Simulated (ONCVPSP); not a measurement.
**Configuration tests for La (Z = 57) (ONCV)**

La, optimised norm-conserving Vanderbilt (ONCV), made with ONCVPSP 4.0.1 (PBE, scalar-relativistic). Core [Kr] 4d10, reference 5s2 5p6 5d2 6s1. Waves: 5s+6s: rc 2.75 bohr, ncon 4, nbas 9, qcut 5.3 1/bohr, 2 projectors; 5p: rc 1.80 bohr, ncon 4, nbas 9, qcut 3.6 1/bohr, 2 projectors, debl 3.7 Ha; 5d: rc 3.80 bohr, ncon 4, nbas 8, qcut 4.6 1/bohr, 2 projectors, debl 0.5 Ha; f scattering state at 0.4 Ha: rc 4.15 bohr, ncon 3, nbas 7, qcut 2.4 1/bohr, 1 projector. Local part: polynomial inside 1.60 bohr (lpopt 4, dvloc0 2 Ha). Core correction: none.

In the f channel the program set the typed energies aside and used -0.101 Ha.

Energies are relative to the spin-unpolarised reference configuration 5s2 5p6 5d2 6s1; without spin polarisation the order of configurations can differ from experiment.

| valence configuration | charge | ΔE all-electron (eV) | error AE − PS (meV) |
| --- | --- | --- | --- |
| 5s2 5p6 5d1 6s1 | +1 | 5.172 | +1.1 |
| 5s2 5p6 5d1 6s1 6p1 | 0 | 1.584 | +2.9 |

**Question.** What are ΔE and the potential's error for 5s2 5p6 5d1 6s0?

**Answer.** ΔE = 16.061 eV all-electron; the error (AE − PS) is +2.0 meV.

**Question.** What are ΔE and the potential's error for 5s2 5p6 5d1 6s2?

**Answer.** ΔE = -0.794 eV all-electron; the error (AE − PS) is -0.6 meV.

Levels in the configuration 5s2 5p6 5d1 6s1 6p1:

```csv
level,all-electron (eV),pseudo (eV)
5s,-40.033,-40.002
5p,-23.491,-23.482
5d,-3.960,-3.960
6s,-4.282,-4.279
6p,-1.856,-1.857
```
